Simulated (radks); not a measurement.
The nuclear charge of neutral lead is varied continuously with 82 electrons held in [Hg] 6p2. All-electron calculation, scalar-relativistic Kohn-Sham, PBE, spin-polarised, spherical densities, point nucleus; open shells are filled with parallel spins first (spin-orbit coupling, left out, can overturn this in heavy ions). Program: a radial shooting solver on a logarithmic mesh with Libxc functionals. By the Hellmann-Feynman theorem dE/dZ = E(electron-nucleus)/Z, the electronic potential at the nucleus. The scalar-relativistic energy here is not variational (the density holds large components alone), so the two differ by a part that grows with Z.

| Z | E (hartree) | E(electron-nucleus)/Z (hartree) | HOMO | e(HOMO) (eV) | <r> HOMO (bohr) |
|---|---|---|---|---|---|
| 81.8 | -20753.7298 | -633.479 | 6p | -2.588 | 3.509 |
| 82 | -20881.9299 | -635.938 | 6p | -3.938 | 3.330 |
| 82.2 | -21010.6343 | -638.398 | 6p | -5.391 | 3.185 |
| 82.4 | -21139.8436 | -640.861 | 6p | -6.934 | 3.062 |
| 82.6 | -21269.5583 | -643.327 | 6p | -8.560 | 2.957 |
| 82.8 | -21399.7793 | -645.796 | 6p | -10.262 | 2.865 |
| 83 | -21530.5073 | -648.269 | 6p | -12.036 | 2.783 |

The central difference of E at Z = 82 is -642.261 hartree, to compare with the third column; the second derivative is -12.6 hartree.
